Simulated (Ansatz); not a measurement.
Reaction (SMILES): C=[CH][Ge]([Br])([Br])[Br] + C (CH4) + 3 [GeH4] (GeH4) -> C=C (C2H4) + [CH3][GeH3] [methylgermane] + 3 [GeH3][Br]
Each molecule is optimised on its own at B3LYP-D3(BJ)/def2-TZVP (Ansatz, an electronic-structure program), one conformer each, not searched for the lowest.

Property: bond separation energy (electronic energy difference), in kcal/mol. Cores are frozen in the correlated levels unless marked. No spin-orbit coupling. The frozen core is the preceding noble-gas configuration, with the filled d and f shells of earlier blocks. No relativistic terms. CBS(X,Y): correlation extrapolated as X^-3; Hartree-Fock from the larger set. [CCSD(T)-MP2]/basis is that difference in the basis named.

```csv
level,program,bond separation energy (kcal/mol),minus last row
BLYP-D3(BJ)/def2-TZVPD,Ansatz + dftd3,9.4,4.1
B3LYP-D4/def2-TZVPD,Ansatz + dftd4,8.3,3.0
PBE0-D3(BJ)/def2-TZVP,Ansatz + dftd3,6.7,1.4
BHLYP-D3(BJ)/def2-TZVPD,Ansatz + dftd3,5.5,0.2
r2SCANh-D4/def2-TZVPD,Ansatz + dftd4,7.2,1.9
wB97M-V/def2-TZVPD,Ansatz,5.7,0.4
"RI-MP2/CBS(cc-pVTZ,cc-pVQZ)",Ansatz,7.6,2.3
CCSD(T)/6-31G,Ansatz,6.9,1.6
"RI-MP2/CBS(cc-pVTZ,cc-pVQZ)+[CCSD(T)-MP2]/cc-pVDZ",Ansatz,6.1,0.8
"CCSD(T)/CBS(cc-pVTZ,cc-pVQZ)",Ansatz,5.3,0.0
```
